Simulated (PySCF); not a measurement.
PySCF 2.14 output of an unrestricted PBE0 calculation on a single atom or ion in x2c-QZVPPall with one added diffuse shell each of s, p, d, f type (8s5p4d3f1g, 73 functions), with scalar relativity by spin-free X2C-1e:

```
SCF conv_tol = 1e-09
number electrons alpha = 4  beta = 1
    C. Adamo and V. Barone.,  J. Chem. Phys. 110, 6158 (1999)
    M. Ernzerhof and G. E. Scuseria.,  J. Chem. Phys. 110, 5029 (1999)
cycle= 1 E= -36.5366512783975  delta_E= -0.00224  |g|= 0.00737  |ddm|= 0.0623
cycle= 2 E= -36.5366709703768  delta_E= -1.97e-05  |g|= 0.000766  |ddm|= 0.0102
cycle= 3 E= -36.5366717850225  delta_E= -8.15e-07  |g|= 0.000125  |ddm|= 0.00266
cycle= 4 E= -36.536671816007  delta_E= -3.1e-08  |g|= 1.22e-05  |ddm|= 0.000602
cycle= 5 E= -36.5366718163361  delta_E= -3.29e-10  |g|= 5.49e-07  |ddm|= 6.63e-05
converged SCF energy = -36.5366718163361  <S^2> = 3.7500056  2S+1 = 4.0000028
```

The run itself started from symmetry-adapted Hartree-Fock orbitals and held the occupation by maximum overlap, on a logarithmic radial grid, so the iterations belong to that start.

Q: Which element, charge and spin multiplicity is this?

A: C⁺ (carbon, charge +1), multiplicity 4; the state was [He] 2s1 2p1 3d1, one real determinant (an excited configuration).

⟨L²⟩ = 8.00 against 12 for a pure F term, so this real determinant mixes terms. The outer electron is Rydberg-like, and this basis confines it to a smaller radius and binds it less than a complete one would.
